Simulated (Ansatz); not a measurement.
Species: CH3AlCl, charge 1, singlet. CH3AlCl+ (SMILES [CH3][Al+][Cl]).
B3LYP-D3(BJ)/def2-TZVP minimum from Ansatz (a first-principles code):
```xyz
6

Al    -0.0451     0.3119    -0.2636
C     -0.2547     1.7626    -1.4896
H     -1.0866     2.3901    -1.1632
H     -0.4610     1.3636    -2.4849
H      0.6656     2.3500    -1.5103
Cl     0.1762    -1.2197     1.0308
```
Charge +1, spin multiplicity 1.

Hartree-Fock and CCSD(T) correlation energies in hartree (Ansatz). Radicals and triplets start from unrestricted determinants; spin-orbit coupling is neglected. Correlated methods leave the cores frozen. No relativity. The spin of CH3AlCl+ ([CH3][Al+][Cl], singlet) was assumed, and the state is the lowest solution found for it.

```json
[
 {"basis": "cc-pV(T+d)Z", "X": "3", "E(HF)": "-740.88763", "E(corr, CCSD(T))": "-0.46852"},
 {"basis": "cc-pV(Q+d)Z", "X": "4", "E(HF)": "-740.89534", "E(corr, CCSD(T))": "-0.50099"},
 {"basis": "cc-pV(5+d)Z", "X": "5", "E(HF)": "-740.89712", "E(corr, CCSD(T))": "withheld"}
]
```

Problem. Fit E(corr) = E∞ + A/X³ to X = 3 and 4, predict X = 5, and compare with the run.

Solution. A = (-0.46852 - (-0.50099))/(1/27 - 1/64) = 1.5164; E∞ = -0.50099 - A/64 = -0.52468; at X = 5, E∞ + A/125 = -0.51255. The run gave -0.51150, 1.05 mEh above the prediction. The same form on X = 4 and 5 gives E∞ = -0.52253, 2.16 mEh above the first estimate.
